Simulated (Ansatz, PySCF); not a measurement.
Potential energy curve for CH (cation, charge +1), singlet.

- UCCSD(T) = Ansatz (an electronic-structure program) with CCSD(T) on UHF/aug-cc-pVDZ, frozen core
- RKS-PBE = restricted PBE/aug-cc-pVDZ in Ansatz
- UKS-B3LYP/6-311+G** = unrestricted B3LYP/6-311+G**, spherical d in PySCF
- UMP2 = MP2 on UHF/aug-cc-pVDZ, frozen core (Ansatz)

Energies are in kcal/mol, each relative to the lowest point of its own curve near equilibrium.

```
R / Å  UCCSD(T)  RKS-PBE  UKS-B3LYP/6-311+G**  UMP2
-----  --------  -------  -------------------  ----
0.85       53.1     55.7                 46.8  50.9
0.91       29.5     31.9                 25.6  27.7
0.95       18.7     20.7                 15.9  17.2
1.04        4.6      5.8                  3.5   3.8
1.09        1.2      1.9                  0.7   0.8
1.10        0.8      1.4                  0.4   0.4
1.14        0.0      0.2                  0.0   0.0
1.18        0.3      0.0                  0.5   0.6
1.20        0.8      0.2                  1.1   1.3
1.27        3.7      2.4                  4.3   4.9
1.34        8.2      6.1                  9.0  10.0
1.42       14.3     11.5                 15.2  17.0
1.54       24.4     20.8                 25.6  28.5
1.70       37.7     33.9                 39.5  48.1
1.87       48.3     47.2                 53.1  64.6
2.06          —     60.3                 64.6  72.5
2.28          —     72.9                 72.2  76.5
2.51          —     83.1                 76.3  79.3
2.82          —     92.9                 79.9  81.7
3.05          —     97.9                 81.7  82.8
3.48          —    103.4                 83.4  84.0
3.93          —    105.9                 83.9  84.6
4.59          —    106.4                 83.3  84.9
```

At the longest distance, 4.59 Å, RKS-PBE lies highest above its minimum (106.4 kcal/mol) and UKS-B3LYP/6-311+G** lowest (83.3 kcal/mol).

Dashes: no converged value, or the column stops at the first point that the program doubted or that broke a chosen test of continuity, which isn't proof of a fault.

The unrestricted determinant behind UCCSD(T), UMP2 is spin-contaminated at 0.85 to 4.59 Å (<S²> up to 1.1, against 0.00 for a pure singlet). The restricted form behind RKS-PBE keeps the bonding electrons paired and can't separate into open-shell fragments. The unrestricted determinant behind UKS-B3LYP/6-311+G** is spin-contaminated at 0.85 to 4.59 Å (<S²> up to 1.0, against 0.00 for a pure singlet).
